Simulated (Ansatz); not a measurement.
Correlation energies of `[CH3][SbH][SiH3]` by basis set

```csv
atom,x (Å),y (Å),z (Å)
C1,-0.425,0.980,-1.385
Sb2,0.623,-0.882,-1.012
Si3,-0.016,-0.941,1.478
H4,-0.208,1.715,-0.612
H5,-1.495,0.776,-1.408
H6,-0.115,1.364,-2.356
H7,2.109,-0.121,-0.632
H8,0.823,-1.933,2.202
H9,-1.441,-1.351,1.604
H10,0.146,0.392,2.121
```

Total charge 0; spin multiplicity 1. Correlated methods include outer-core shells of Sb, which these sets cover unevenly. Sb: def2 effective core potential. Geometry: relaxed with PBE0-D4/def2-TZVP. Frozen core, restricted reference, the Gaussian-basis code of Ansatz.

| basis | HF (Eh) | MP2 corr. |
| --- | --- | --- |
| def2-SVP | -569.99400 | -0.37506 |
| def2-TZVPP | -570.15230 | -0.67056 |
| def2-QZVPP | -570.16522 | -0.93095 |

Q: Estimate the CCSD correlation energy and the (T) correction in each basis where they were run (hartree).

A: 
```json
{"basis": "def2-SVP", "CCSD corr.": "-0.43075", "(T)": "-0.01247"}
{"basis": "def2-TZVPP", "CCSD corr.": "-0.70541", "(T)": "-0.02352"}
```
